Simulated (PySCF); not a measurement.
**Working out the ionisation energy of Ar²⁺**

Ar²⁺ [Ne] 3s2 3p4 (3P) → Ar³⁺ [Ne] 3s2 3p3 (4S). Calculation: PySCF 2.14, in def2-SVP (4s3p1d, 18 functions); the non-relativistic Hamiltonian (point nucleus). Frozen: [Ne]. Energies in hartree (1 hartree = 27.21139 eV):

| part | Ar²⁺ (lower) | Ar³⁺ (upper) |
| --- | --- | --- |
| UHF | -525.106408 | -523.657060 |
| CCSD correlation | -0.109056 | -0.090620 |
| (T) | -0.000920 | -0.000695 |

Problem. What does Hartree-Fock give?

Solution. (-523.657060) − (-525.106408) = 1.449348 hartree = 39.439 eV.

Problem. What do CCSD and CCSD(T) give?

Solution. The CCSD correlation energies differ by 0.018436 hartree = 0.502 eV and the triples by 0.000225 hartree = 0.006 eV, so CCSD gives 39.941 eV and CCSD(T) 39.947 eV.

Reference: 40.735 ± 0.012 eV (semi-empirical (NIST evaluation); NIST Atomic Spectra Database, ionization energies), between the lowest levels; spin-orbit coupling is absent from the calculation.

A double-zeta basis recovers only part of the correlation energy.

What remains against the reference includes basis incompleteness, the frozen core and higher excitations.
